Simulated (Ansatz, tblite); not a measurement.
Isomers of Nb$_{3}$Si$_{3}$ (doublet), found by a short tight-binding search and relaxed with PBE-D4/def2-SVP in Ansatz.

In the def2 sets Nb takes a core potential; there is no spin–orbit coupling. The xTB rows come from tblite. B3LYP takes the VWN-RPA correlation.

Run but left out: HF/def2-SVP, MP2/def2-SVP, CCSD/def2-SVP, CCSD(T)/def2-SVP (A: ⟨S²⟩ 4.26, where a pure state has 0.75).

A: At r2SCAN-D4/def2-TZVP, PBE0-D4/def2-TZVP the charge 0 doublet is spin-contaminated (final ⟨S²⟩ up to 0.85, 0.75 for a pure state). C: At r2SCAN-D4/def2-TZVP, PBE0-D4/def2-TZVP the charge 0 doublet is spin-contaminated (final ⟨S²⟩ up to 0.83, 0.75 for a pure state).

Other spin states were run for one of them alone.

A:

```xyz
6

Nb   -1.419    0.448   -0.025
Nb   -0.496   -1.753    0.446
Nb   -0.282   -0.044    2.218
Si    0.407   -0.697   -1.617
Si    0.519    1.673   -1.440
Si    1.271    0.373    0.418
```

B:

```xyz
6

Nb    0.385   -1.621   -0.623
Nb    0.605   -0.828    1.602
Nb   -1.445   -0.015   -0.408
Si    1.055    0.924   -0.073
Si   -0.860    1.106    1.730
Si    0.259    0.434   -2.228
```

C:

Cartesian coordinates in Å:
```
Nb 0.233 1.010 1.022
Nb -0.843 -1.250 1.087
Nb -1.753 0.470 -0.401
Si 0.200 1.620 -1.488
Si 0.502 -0.712 -1.128
Si 1.662 -1.139 0.907
```

Problem. Estimate which lies lowest at each level, and how far above it the others are (kcal/mol).

Solution. 
| level | A | B | C |
| --- | --- | --- | --- |
| GFN1-xTB | 0.0 | 29.2 | 3.9 |
| GFN2-xTB | 0.0 | 18.0 | 16.0 |
| PBE-D4/def2-TZVP | 12.5 | 0.9 | 0.0 |
| r2SCAN-D4/def2-TZVP | 13.4 | 0.0 | 0.7 |
| B3LYP-D4/def2-TZVP | 13.1 | 0.0 | 2.7 |
| PBE0-D4/def2-TZVP | 13.6 | 0.0 | 2.1 |
Point groups (tolerance 0.1 Å): A not assigned, B not assigned, C Cs. B and C have the same bonds, so they are conformers or stereoisomers. Lower isomers may exist.
